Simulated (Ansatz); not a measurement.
The cluster Al₆Cu⁻, relaxed as a singlet with RKS PBE-D4/def2-SVPD in Ansatz, starting from the GFN1-xTB geometry. Force threshold 0.02 eV/Å.

The restricted singlet is unstable towards broken spin symmetry in Hartree–Fock (as tested in another run); at PBE-D4/def2-SVPD this wasn't settled. The structure comes from a short search, and lower isomers may exist.

Start:

Cartesian coordinates in Å:
```
Cu 1.304 1.009 0.443
Al 0.735 -1.381 -2.023
Al -1.085 1.011 1.782
Al 1.484 -1.725 0.417
Al -1.994 1.474 -0.577
Al 0.099 1.112 -2.029
Al -0.543 -1.501 1.987
```

**Question.** Estimate the energy that the relaxation releases and the steps that it takes.

**Answer.** 352.5 kJ/mol, in 30 steps; 2.5 min on 4 threads of Arm Neoverse N1 on a shared host. The force fell under the threshold at step 8, but the optimiser went on and released 2.505 eV more. No frequencies were taken in this run, so the end may be a saddle point.

**Question.** Does the start keep its bonding and symmetry?

**Answer.** Bonds formed: Al2–Al5, Al2–Al7, Al5–Al7 (atoms count from 1). Point group C3v at the start, C3v at the end, both within 0.05 Å.

**Question.** Predict the relaxed structure.

**Answer.** 
```xyz
7

Cu    1.853    1.287    0.636
Al   -0.293   -1.400   -1.557
Al   -0.399    1.026    1.451
Al    1.409   -1.072    0.430
Al   -1.952    0.527   -0.619
Al    0.512    1.102   -1.358
Al   -1.130   -1.469    1.018
```
Bond lengths (bridged metal pairs left out): 9 × Al–Al 2.64 to 2.71 Å; 3 × Al–Cu 2.41 Å.
